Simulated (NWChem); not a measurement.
SiN₂H₅Br; SMILES Br[SiH](N)N

```xyz
9

Si     0.0204    -0.9201     0.3837
N     -1.4750    -1.4740    -0.2473
N      1.2638    -1.8419    -0.3527
Br    -0.0162     1.3164    -0.0401
H      0.2836    -0.9975     1.8404
H     -2.2912    -0.8770    -0.2600
H     -1.7118    -2.4576    -0.1996
H      1.2996    -1.9274    -1.3621
H      2.1909    -1.8520     0.0562
```
Atoms are numbered in this order, from 1.

Computed with NWChem. Pople sets run with spherical d functions. Coordinates come from a B3LYP/6-31G* (spherical d) optimisation. B3LYP is NWChem's, with the RPA form of VWN correlation. Level: B3LYP/6-31G* with SMD (1 M gas to 1 M solution), gas-phase geometry. Reactions with the solvent are ignored.

```json
[
 {"solvent": "water", "dielectric constant": "78.4", "solvation free energy (kcal/mol)": "-4.7", "cavity-dispersion-structure term (kcal/mol)": "2.8", "dipole in solution (D)": "3.28"},
 {"solvent": "diethyl ether", "dielectric constant": "4.24", "solvation free energy (kcal/mol)": "-6.3", "cavity-dispersion-structure term (kcal/mol)": "-0.7", "dipole in solution (D)": "3.14"},
 {"solvent": "tetrahydrofuran", "dielectric constant": "7.43", "solvation free energy (kcal/mol)": "-6.4", "cavity-dispersion-structure term (kcal/mol)": "0.1", "dipole in solution (D)": "3.20"},
 {"solvent": "N,N-dimethylformamide", "dielectric constant": "37.2", "solvation free energy (kcal/mol)": "-6.8", "cavity-dispersion-structure term (kcal/mol)": "0.6", "dipole in solution (D)": "3.27"},
 {"solvent": "2-propanol", "dielectric constant": "19.3", "solvation free energy (kcal/mol)": "…", "cavity-dispersion-structure term (kcal/mol)": "-0.4", "dipole in solution (D)": "3.25"}
]
```

Problem. Fill in the missing entries.

Solution. 
- 2-propanol, solvation free energy (kcal/mol): -7.5
